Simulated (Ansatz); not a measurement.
`BC(=C=N)OC` and `COC=C=N` differ in one atom or group.

Ansatz, PBE0-D4/def2-TZVP geometries, multiplicity 1. Each molecule was computed in one conformer, which needn't be the lowest.

```
                                                                                  property  `BC(=C=N)OC`
                                                         LUMO energy (PBE/def2-TZVPP) / eV         -2.38
                                                        LUMO energy (PBE0/def2-TZVPP) / eV         -1.50
                                                     LUMO energy (ωB97M-V/def2-TZVPP) / eV          0.42
                                                     HOMO energy (ωB97M-V/def2-TZVPP) / eV         -8.63
ideal-gas entropy at 298 K and 1 bar (rigid rotor, harmonic PBE0-D4/def2-TZVP) / J/(mol·K)           340
                                            zero-point energy (PBE0-D4/def2-TZVP) / kJ/mol         234.2
```

Problem. Give the same properties after the change, and the shifts. (An estimate is asked.)

Solution. The calculation gave: 
| property | `COC=C=N` | shift |
| --- | --- | --- |
| LUMO energy (PBE/def2-TZVPP) / eV | -1.72 | 0.66 |
| LUMO energy (PBE0/def2-TZVPP) / eV | -0.59 | 0.91 |
| LUMO energy (ωB97M-V/def2-TZVPP) / eV | 1.65 | 1.23 |
| HOMO energy (ωB97M-V/def2-TZVPP) / eV | -8.55 | 0.08 |
| ideal-gas entropy at 298 K and 1 bar (rigid rotor, harmonic PBE0-D4/def2-TZVP) / J/(mol·K) | 316 | -24 |
| zero-point energy (PBE0-D4/def2-TZVP) / kJ/mol | 204.3 | -29.9 |

With PBE0 the HOMO rises by 0.17 eV and the LUMO rises by 0.91 eV, so the gap widens by about 0.74 eV. PBE moves the HOMO by 0.26 eV and ωB97M-V by 0.08 eV. The zero-point energy changes by -29.9 kJ/mol with -6 modes.

Positive LUMOs are unbound, so they and the gaps depend on the basis.
